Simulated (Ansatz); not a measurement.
Reaction (formal exchange of groups at the Si–Al bond): `[AlH2][SiH2][SiH3]` + `C[O][AlH2]` → `[AlH2][O]C[SiH2][SiH3]` + `[AlH3]`

Isolated molecules relaxed with PBE0-D4/def2-TZVP in Ansatz; ΔE leaves out vibrations. CCSD(T)/CBS adds triple-zeta CCSD(T) − MP2 to the extrapolated MP2 energy (def2 sets, frozen cores). This one scheme is used for every species. Functionals use def2-TZVPP. One conformer a species, not always the lowest.

`[AlH2][SiH2][SiH3]`:

```xyz
10

Al    0.174   -1.560    1.571
Si   -0.452   -0.644   -0.610
Si    0.189    1.606   -0.733
H     1.611   -2.200    1.788
H    -0.829   -1.461    2.799
H    -1.925   -0.703   -0.844
H     0.216   -1.362   -1.735
H    -0.174    2.219   -2.039
H    -0.471    2.382    0.353
H     1.662    1.723   -0.550
```

`C[O][AlH2]`:

```xyz
8

C    -0.267   -1.121   -0.514
O     0.496   -0.277    0.297
Al    0.415    1.360    0.692
H     0.362   -1.565   -1.292
H    -1.096   -0.596   -1.006
H    -0.689   -1.936    0.083
H    -0.743    2.240    0.061
H     1.523    1.896    1.678
```

`[AlH2][O]C[SiH2][SiH3]`:

Cartesian coordinates in Å:
```
Al -0.074 0.279 3.273
O -0.833 -0.060 1.800
C -0.396 -0.640 0.597
Si -0.255 0.679 -0.759
Si 0.495 -0.243 -2.778
H -0.955 1.017 4.352
H 1.433 -0.171 3.462
H 0.574 -1.147 0.710
H -1.112 -1.410 0.283
H 0.709 1.720 -0.298
H -1.577 1.333 -0.961
H 0.612 0.807 -3.825
H -0.452 -1.285 -3.260
H 1.830 -0.878 -2.597
```

`[AlH3]`:

```xyz
4

Al    0.000    0.000    0.000
H    -0.583    1.472   -0.098
H     0.163   -0.877   -1.311
H     0.420   -0.594    1.409
```

```json
{"level": "ωB97X-V", "ΔE (eV)": "0.33"}
{"level": "HF/CBS(def2)", "ΔE (eV)": "0.33"}
```

(1) What does CCSD(T)/CBS give? (Best estimate.)

Largest T1 diagnostic among the species: 0.014.

Answers

(1) Computed: +0.36 eV. The listed levels differ from it by -0.03, -0.03 eV.

The D4 term adds −0.06 eV with B3LYP and −0.03 eV with PBE0; it sums over pairs of atoms, weighted by their polarisabilities, and B3LYP, whose exchange is more repulsive, gets the larger term.

B3LYP here is the variant with VWN-RPA as its local correlation; programs differ in this.
